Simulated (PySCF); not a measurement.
**Hf⁴²⁺: ionisation energy**

Hf⁴²⁺ [Ar] 3d10 4s2 → Hf⁴³⁺ [Ar] 3d10 4s1 [4s1/2^1, M_J = 1/2], as a difference of total energies. All numbers are calculated (PySCF 2.14, the two-component X2C-1e Hamiltonian, in an uncontracted even-tempered set (16 s from 5.3 bohr⁻², ratio 2.8; 13 p from 6.9 bohr⁻², ratio 2.8; 8 d from 12 bohr⁻², ratio 2.8; 4 f from 28 bohr⁻², ratio 3)). Correlated levels: [Ne] frozen; the 72 highest virtual spinors dropped. "Screened" scales the spin-orbit matrix elements by Boettger's factors to mimic the two-electron term; Breit and QED terms are absent.

```csv
method,ionisation energy (eV)
GHF (spin-free),2146.1
GMP2 (spin-free),2148.8
GHF (screened spin-orbit),2145.8
GMP2 (screened spin-orbit),2148.6
```

Q: How much does correlation contribute at GMP2 (screened spin-orbit)?

A: 2148.6 − (2145.8) = 2.8 eV, measured against GHF (screened spin-orbit).

Breit and QED terms and the two-electron picture change are absent.

For comparison: 2159 ± 4 eV (theoretical estimate listed by NIST; NIST Atomic Spectra Database, ionization energies).
